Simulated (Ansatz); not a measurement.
The cluster Zn₃, relaxed as a quintet with UKS PBE0/def2-TZVP in Ansatz, starting from the PBE0/def2-TZVP geometry of the neutral singlet. Force threshold 0.02 eV/Å.

The relaxation made no stability test and no search for a lower SCF solution. At PBE0/def2-TZVP a singlet of charge 0 lies 4.08 eV below the quintet, each at its own geometry. The structure comes from a short search, and lower isomers may exist.

Start:

```xyz
3

Zn   -0.836   -1.468    0.229
Zn   -0.250    1.300    1.074
Zn    1.086    0.168   -1.303
```

```json
{"step": "1", "energy (eV)": "-145234.5369", "largest force component (eV/Å)": "1.142", "SCF passes": "19"}
{"step": "2", "energy (eV)": "-145234.8980", "largest force component (eV/Å)": "0.903", "SCF passes": "26"}
{"step": "3", "energy (eV)": "-145235.0260", "largest force component (eV/Å)": "0.691", "SCF passes": "27"}
{"step": "4", "energy (eV)": "-145235.1293", "largest force component (eV/Å)": "0.241", "SCF passes": "29"}
{"step": "5", "energy (eV)": "-145235.1385", "largest force component (eV/Å)": "0.078", "SCF passes": "30"}
{"step": "6", "energy (eV)": "-145235.1394", "largest force component (eV/Å)": "0.004", "SCF passes": "27"}
```

Force components are those of the run's own axes.

End:

Cartesian coordinates in Å:
```
Zn -0.7107 -1.2484 0.1951
Zn -0.2129 1.1056 0.9133
Zn 0.9236 0.1428 -1.1084
```

By distances, no bond broke or formed. The bond that changes most is Zn1–Zn3, from 2.95 to 2.51 Å (atoms count from 1).

No frequencies were taken in this run, so the end may be a saddle point.

Hardware: 4 threads of AMD EPYC 9B45 on a shared host. Wall time 8 s.
